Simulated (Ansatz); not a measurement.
System: C3H3, charge 1, multiplicity 1. It need not be the lowest isomer of its formula. 
Coordinates optimised at B3LYP-D3(BJ)/def2-TZVP (Ansatz, a quantum-chemistry and plane-wave program):
```xyz
6

C     -1.2055    -0.2741    -0.0114
C      0.1021     0.0232     0.0010
C      1.2954     0.2946     0.0123
H     -1.6059    -1.0478     0.6419
H     -1.8893     0.2530    -0.6751
H      2.3426     0.5327     0.0222
```
Charge +1, spin multiplicity 1.

Basis-set convergence of Hartree-Fock and MP2 correlation energies (hartree) with Ansatz. Valence correlation only, unless marked. Spin-orbit coupling is left out. No relativistic terms.

The Hartree-Fock reference is unstable (checked in the largest basis), which strains HF and MP2. 

```tsv
basis	functions	E(HF)	E(corr, MP2)
cc-pVDZ	-	-114.95862	-0.35133
cc-pVTZ	132	-114.99006	-0.42631
cc-pVQZ	255	-114.99699	-0.45314
```

Extrapolating the two largest sets (X = 3 and 4) as X^-3: E(corr) = (64·(-0.45314) - 27·(-0.42631))/37 = -0.4727 Eh, an estimate of the basis-set limit. The largest set recovers 95.9 % of it, the smallest 74.3 %.
